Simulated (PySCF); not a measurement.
**Optical rotation: SMILES CB(C)C(=C=CC#N)C#N, C7H7BN2**

Geometry:
| atom | x (Å) | y (Å) | z (Å) |
| --- | --- | --- | --- |
| C1 | -2.453 | 0.229 | -0.332 |
| B2 | -0.911 | -0.035 | -0.451 |
| C3 | -0.291 | -0.955 | -1.561 |
| C4 | 0.034 | 0.645 | 0.613 |
| C5 | 1.334 | 0.499 | 0.603 |
| C6 | 2.621 | 0.299 | 0.546 |
| C7 | 3.233 | -0.794 | 1.192 |
| N8 | 3.744 | -1.685 | 1.700 |
| C9 | -0.548 | 1.445 | 1.627 |
| N10 | -1.054 | 2.092 | 2.426 |
| H11 | -3.057 | -0.369 | -1.011 |
| H12 | -2.818 | 0.062 | 0.682 |
| H13 | -2.669 | 1.278 | -0.541 |
| H14 | -0.430 | -1.997 | -1.267 |
| H15 | -0.800 | -0.849 | -2.517 |
| H16 | 0.776 | -0.817 | -1.724 |
| H17 | 3.283 | 0.963 | 0.005 |

Theory: PySCF, TDDFT PBE0/def2-SVPD circular dichroism and optical rotation, one conformer, gas phase. Geometry: GFN2-xTB.

No stereocentre is labelled: unless the shape is locked (an allene, a helicene, a hindered biaryl), the mirror image is equally populated and a measured rotation or CD is zero.

Question: Give the optical rotatory dispersion at 633, 589.3, 546, 436, 405, 365, 355 nm.

Answer: [α] in deg dm⁻¹ (g/mL)⁻¹:
```tsv
λ (nm)	origin-invariant length gauge	modified velocity gauge	length gauge (centre of mass)	isotropic polarisability (au)
633	-55.9	-56.0	-57.1	113.6
589.3	-66.5	-66.6	-67.9	114.3
546	-80.6	-80.7	-82.2	115.2
436	-148.1	-148.4	-150.9	119.1
405	-184.5	-185.1	-188.0	121.0
365	-258.6	-259.8	-263.4	124.5
355	-285.3	-286.8	-290.5	125.7
```

Question: And for the mirror image at 589.3 nm?

Answer: +66.5 deg dm⁻¹ (g/mL)⁻¹ (origin-invariant length gauge): the same size and the opposite sign.

Question: What is the molar rotation [Φ] = [α]·M/100 of the geometry above at 589.3 nm?

Answer: With M = 129.96 g/mol, -86.5 deg cm² dmol⁻¹ (origin-invariant length gauge).

The first excitation lies at 4.41 eV (281 nm) with R = -0.9 × 10⁻⁴⁰ esu² cm² (velocity form).
